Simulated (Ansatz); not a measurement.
CdFH6NSi2, SMILES `[F][Cd][N]([SiH3])[SiH3]`, 11 atoms. Charge 0, multiplicity 1. Correlated methods include outer-core shells of Cd, which these sets cover unevenly. Cd: def2 effective core potential. All runs use 4 threads of an AMD EPYC 9R45 on a shared host. Correlated methods freeze the cores.

Task: How many basis functions does each run have, and how long does it take in Ansatz? RKS PBE0-D4/def2-TZVP frequencies; RKS ωB97M-V/def2-SVP energy; RKS HSE06 (plane-wave form)-D4/def2-TZVPP energy; RKS PBE0-D4/def2-SVP energy; RKS LC-ωPBE/def2-TZVPP energy; RKS ωB97X-V/def2-TZVPP energy; RKS PBE0-D4/def2-QZVPP energy; direct RPA on PBE orbitals/def2-TZVPP energy; RHF-CCSD(T)/def2-SVP energy; RKS PBE0-D4/def2-TZVP relaxation (15 steps); RHF-CCSD(T)/def2-TZVPP energy; RHF-MP2/def2-QZVPP energy. (Estimate.)

Result: Computed: Other jobs shared the machine, so times are rough.

```
                                    level                    job  functions  wall time  peak host memory (GiB)
                     RKS PBE0-D4/def2-SVP                 energy        125     0.75 s                    0.51
                   RKS LC-ωPBE/def2-TZVPP                 energy        286      1.4 s                    0.64
RKS HSE06 (plane-wave form)-D4/def2-TZVPP                 energy        286      1.7 s                    0.96
    direct RPA on PBE orbitals/def2-TZVPP                 energy        286      2.7 s                    0.82
                     RKS ωB97M-V/def2-SVP                 energy        125      2.8 s                    0.51
                   RKS ωB97X-V/def2-TZVPP                 energy        286      3.9 s                     1.1
                   RKS PBE0-D4/def2-QZVPP                 energy        522      4.1 s                     2.4
                     RHF-CCSD(T)/def2-SVP                 energy        125        6 s                    0.89
                       RHF-MP2/def2-QZVPP                 energy        522       10 s                     3.5
                    RKS PBE0-D4/def2-TZVP  relaxation (15 steps)        212       24 s                    0.68
                    RKS PBE0-D4/def2-TZVP            frequencies        212       74 s                    0.69
                   RHF-CCSD(T)/def2-TZVPP                 energy        286    2.9 min                     9.3
```

LC-ωPBE has ω = 0.4 bohr⁻¹.
